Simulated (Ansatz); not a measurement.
Several settings on one geometry of Si20H28, a nanocrystal cut from cubic silicon (that of the charge 0 singlet, PBE-D4/def2-SVP). Ansatz on 2 threads of AMD EPYC 7R13 on a shared host and a share (18 GiB) of an NVIDIA H100 80GB HBM3; times are rough.

```xyz
48

Si   -3.8866    1.9330   -0.2759
Si   -1.3863   -3.1594    2.7548
Si    1.6805   -3.4310   -0.3676
Si   -1.0626    2.0826   -2.9776
Si    1.6016   -0.6724   -2.9711
Si   -1.0833   -0.6771   -0.2712
Si   -1.1352    1.8848    2.5297
Si    1.6408   -0.7002    2.4148
Si    1.6283    2.0551   -0.2490
Si    4.3437   -0.6859   -0.2569
Si   -2.5292   -1.8841    1.1374
Si   -2.4158    0.7000   -1.6390
Si   -2.7534    3.1597    1.3875
Si    0.2478   -2.0552   -1.6283
Si    0.2784   -1.9330    3.8864
Si    2.9783   -2.0828    1.0606
Si    0.2538    0.6854   -4.3438
Si    0.3669    3.4308   -1.6813
Si    2.9701    0.6721   -1.6037
Si    0.2722    0.6771    1.0832
H    -4.6978    2.8824   -1.1243
H    -4.8433    0.9791    0.3955
H    -2.3799   -3.6805    3.7657
H    -0.7493   -4.3468    2.0804
H     2.6051   -4.1622   -1.3118
H     0.9082   -4.4589    0.4188
H    -1.9400    2.9604   -3.8409
H     2.4919   -1.5466   -3.8262
H    -1.8460    0.8905    3.4148
H    -0.3034    2.7787    3.4169
H     2.5578    0.1841    3.2306
H     2.5146    2.8892    0.6472
H     5.2569   -1.5179   -1.1249
H     5.1969    0.1791    0.6387
H    -3.4177   -2.7774    0.3064
H    -3.4131   -0.8892    1.8489
H    -3.2321   -0.1844   -2.5555
H    -3.7634    3.6814    2.3817
H    -2.0793    4.3468    0.7495
H    -0.6493   -2.8892   -2.5139
H     1.1272   -2.8825    4.6971
H    -0.3922   -0.9789    4.8435
H     3.8422   -2.9606    1.9375
H    -0.6425   -0.1798   -5.1961
H     1.1210    1.5172   -5.2580
H     1.3108    4.1610   -2.6070
H    -0.4183    4.4594   -0.9089
H     3.8246    1.5461   -2.4946
```

Totals from different functionals, basis sets or treatments of relativity can't be compared as stabilities.

The 6-31G sets use Cartesian d functions. Correlated methods freeze 100 core orbitals.

Scalar relativity in a set contracted without it gives distorted totals.

The spins typed aren't always the lowest for that charge.

Question: Give the basis size and estimate the energy, ⟨S²⟩ and time of these runs.

```json
{"run": "1", "method": "RKS r2SCAN50/cc-pVDZ", "charge": "0", "state": "singlet", "further keys": "fitting: {mean_field: def2-universal-jkfit}; pseudopotentials: {relativity: scalar}; scf: {omitted_lower_state_checks: [starts]}; forces asked"}
{"run": "2", "method": "UHF, rpa/6-31G*", "charge": "-1", "state": "doublet", "further keys": "fitting: {mean_field: def2-universal-jkfit}; pseudopotentials: {relativity: scalar}; scf: {omitted_lower_state_checks: [starts]}"}
{"run": "3", "method": "UKS B97M-V/STO-3G", "charge": "0", "state": "triplet", "further keys": "final_grid: {core_spheres: 5, valence_spheres: 4, degree: 11}; scf: {omitted_lower_state_checks: [starts]}"}
```

Answer: 
```json
{"run": "1", "functions": "500", "energy (Eh)": "-5817.1285", "⟨S²⟩": "–", "wall time": "14 s"}
{"run": "2", "functions": "436", "energy (Eh)": "-5807.6503", "⟨S²⟩": "0.76", "wall time": "15 s"}
{"run": "3", "functions": "208", "energy (Eh)": "-5739.2911", "⟨S²⟩": "2.00", "wall time": "20 s"}
```

The highest occupied level of an anion often lies above zero with these methods, and sets without diffuse functions describe the outer electron poorly.
